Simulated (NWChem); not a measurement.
Molecule: CuH; SMILES [CuH]

All runs: NWChem. Geometry: optimised at PBE0/def2-SVP. Total energies compare along this basis series because the functional is fixed.

```json
[
 {"level": "PBE/def2-SVP", "basis functions": "36", "energy (Ha)": "-1640.5821", "highest occupied level (eV)": "-4.87", "orbital gap (eV)": "2.55", "dipole (D)": "2.24"},
 {"level": "PBE/def2-SVPD", "basis functions": "42", "energy (Ha)": "-1640.5914", "highest occupied level (eV)": "-5.07", "orbital gap (eV)": "2.38", "dipole (D)": "2.62"},
 {"level": "PBE/def2-TZVP", "basis functions": "51", "energy (Ha)": "-1640.8449", "highest occupied level (eV)": "-5.47", "orbital gap (eV)": "2.66", "dipole (D)": "2.19"},
 {"level": "PBE/def2-TZVPD", "basis functions": "57", "energy (Ha)": "-1640.8456", "highest occupied level (eV)": "-5.47", "orbital gap (eV)": "2.57", "dipole (D)": "2.31"},
 {"level": "PBE/def2-TZVPP", "basis functions": "78", "energy (Ha)": "-1640.8466", "highest occupied level (eV)": "-5.46", "orbital gap (eV)": "2.64", "dipole (D)": "2.23"},
 {"level": "PBE/def2-QZVP", "basis functions": "114", "energy (Ha)": "-1640.8906", "highest occupied level (eV)": "-5.42", "orbital gap (eV)": "2.56", "dipole (D)": "2.31"}
]
```
